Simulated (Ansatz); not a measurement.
One change: `C=[CH][Al]([CH3])[OH]` becomes `[CH3][Al]([OH])[SeH]`.

Ansatz, PBE0-D4/def2-TZVP geometries, multiplicity 1. Each molecule was computed in one conformer, which needn't be the lowest.

Scalar relativity is left out up to krypton. Spin–orbit coupling is left out; it splits and shifts lone-pair levels of the heavy atoms by tenths of an eV.

```
                                        property  `C=[CH][Al]([CH3])[OH]`
  size of the dipole moment (PBE/def2-TZVPP) / D                     1.21
               LUMO energy (PBE/def2-TZVPP) / eV                    -1.76
size of the dipole moment (B3LYP/def2-TZVPP) / D                     1.30
           LUMO energy (ωB97M-V/def2-TZVPP) / eV                     1.02
               HOMO energy (PBE/def2-TZVPP) / eV                    -6.39
             LUMO energy (B3LYP/def2-TZVPP) / eV                    -1.07
```

(1) What does the change do to each property? (Best estimate.)

Answers

(1) Ansatz gave: 
| property | `[CH3][Al]([OH])[SeH]` | shift |
| --- | --- | --- |
| size of the dipole moment (PBE/def2-TZVPP) / D | 0.65 | -0.56 |
| LUMO energy (PBE/def2-TZVPP) / eV | -1.03 | 0.73 |
| size of the dipole moment (B3LYP/def2-TZVPP) / D | 0.65 | -0.65 |
| LUMO energy (ωB97M-V/def2-TZVPP) / eV | 1.27 | 0.25 |
| HOMO energy (PBE/def2-TZVPP) / eV | -6.05 | 0.34 |
| LUMO energy (B3LYP/def2-TZVPP) / eV | -0.53 | 0.54 |

With PBE0 the HOMO rises by 0.52 eV and the LUMO rises by 0.62 eV, so the gap widens by about 0.10 eV. PBE moves the HOMO by 0.34 eV and ωB97M-V by 0.60 eV. Dipoles are sizes alone; their direction can turn.

Positive LUMOs are unbound, so they and the gaps depend on the basis.

B3LYP here is the variant with VWN-RPA as its local correlation; programs differ in this.
